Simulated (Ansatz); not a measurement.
Computed with Ansatz on PBE0-D4/def2-TZVP structures; ΔE is electronic, products minus reactants. CCSD(T)/CBS is the MP2 limit (def2-TZVPP, def2-QZVPP) plus CCSD(T) − MP2 in def2-TZVPP, frozen cores. This one scheme is used for every species. DFT in def2-TZVPP. One conformer a species, not always the lowest.

Reaction (formal hydrolysis of a C–C bond): `FC(F)(F)CC(Cl)Cl` + H₂O → `OC(Cl)Cl` + `CC(F)(F)F`

```json
{"level": "LDA (SPW92)", "ΔE (kJ/mol)": "-1.7", "difference from CCSD(T)/CBS": "-18.4"}
{"level": "PBE-D4", "ΔE (kJ/mol)": "-1.8", "difference from CCSD(T)/CBS": "-18.5"}
{"level": "revPBE-D4", "ΔE (kJ/mol)": "1.3", "difference from CCSD(T)/CBS": "-15.4"}
{"level": "r2SCAN0-D4", "ΔE (kJ/mol)": "2.1", "difference from CCSD(T)/CBS": "-14.6"}
{"level": "BHLYP-D4", "ΔE (kJ/mol)": "4.5", "difference from CCSD(T)/CBS": "-12.2"}
{"level": "ωB97X-V", "ΔE (kJ/mol)": "5.0", "difference from CCSD(T)/CBS": "-11.7"}
{"level": "PBE-QIDH", "ΔE (kJ/mol)": "8.4", "difference from CCSD(T)/CBS": "-8.3"}
{"level": "revPBE", "ΔE (kJ/mol)": "-13.1", "difference from CCSD(T)/CBS": "-29.8"}
{"level": "BLYP", "ΔE (kJ/mol)": "-16.3", "difference from CCSD(T)/CBS": "-33.0"}
{"level": "PBE0", "ΔE (kJ/mol)": "-2.8", "difference from CCSD(T)/CBS": "-19.5"}
{"level": "r2SCAN0", "ΔE (kJ/mol)": "-0.6", "difference from CCSD(T)/CBS": "-17.3"}
{"level": "RPA@PBE/def2-TZVPP", "ΔE (kJ/mol)": "14.0", "difference from CCSD(T)/CBS": "-2.7"}
{"level": "CCSD(T)/def2-SVP", "ΔE (kJ/mol)": "4.2", "difference from CCSD(T)/CBS": "-12.5"}
{"level": "HF/def2-TZVPP", "ΔE (kJ/mol)": "-6.7", "difference from CCSD(T)/CBS": "-23.4"}
{"level": "HF/def2-QZVPP", "ΔE (kJ/mol)": "-6.4", "difference from CCSD(T)/CBS": "-23.1"}
{"level": "HF/CBS(def2)", "ΔE (kJ/mol)": "-6.4", "difference from CCSD(T)/CBS": "-23.1"}
{"level": "CCSD(T)/CBS", "ΔE (kJ/mol)": "16.7", "difference from CCSD(T)/CBS": "0"}
```

Largest T1 diagnostic among the species: 0.011.

From r2SCAN to r2SCAN0 (25 % exact exchange), in def2-TZVPP and without D4, ΔE moves by +4.6 kJ/mol. Leaving LDA and LC-ωPBE aside and taking each functional with its dispersion term where it has one, the values, not all of them listed here, spread over 11.2 kJ/mol, from r2SCAN-D4 to PBE-QIDH. LDA lies +7.0 kJ/mol from PBE without D4. The D4 term adds +10.7 kJ/mol with B3LYP and +6.3 kJ/mol with PBE0; it sums over pairs of atoms, weighted by their polarisabilities, and B3LYP, whose exchange is more repulsive, gets the larger term.

B3LYP here is the variant with VWN-RPA as its local correlation; programs differ in this.
